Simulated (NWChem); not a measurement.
Molecule: GaSi$_{2}$H$_{7}$; SMILES [SiH3][GaH][SiH3]

Computed with NWChem. Medium grid unless said otherwise, to which SCAN and Minnesota functionals are sensitive. All runs use the structure optimised with B3LYP/6-31G* (spherical d). Hybrids' shares of exact exchange are those that their runs print; pure functionals count as 0. The functionals differ in more than this share.

```csv
row,share of exact exchange,orbital gap (eV)
PBE/def2-SVP,0.00,3.16
M06-L/def2-SVP,0.00,3.65
B3LYP/def2-SVP,0.20,4.48
B3PW91/def2-SVP,0.20,4.61
B97-2/def2-SVP,0.21,4.70
r2SCAN0/def2-SVP,0.25,withheld
MN15/def2-SVP,0.44,5.69
BHandHLYP/def2-SVP,0.50,6.57
```

**Question.** Fit a straight line of the last column on the one before it, predict the withheld value, and compare with the run.

**Answer.** 
1. Means of the 7 shown rows: x = 0.221, y = 4.694. Slope Σ(x − x̄)(y − ȳ)/Σ(x − x̄)² = 1.317/0.2245 = 5.869; intercept 3.395.
2. The shown rows scatter about the line by 0.198 (root mean square); the largest residual is -0.29, at MN15/def2-SVP.
3. At x = 0.25 (r2SCAN0/def2-SVP; inside the shown range) the line gives 4.86.
4. The run gives 5.15, +0.29 from the line, 1.5 times the scatter.
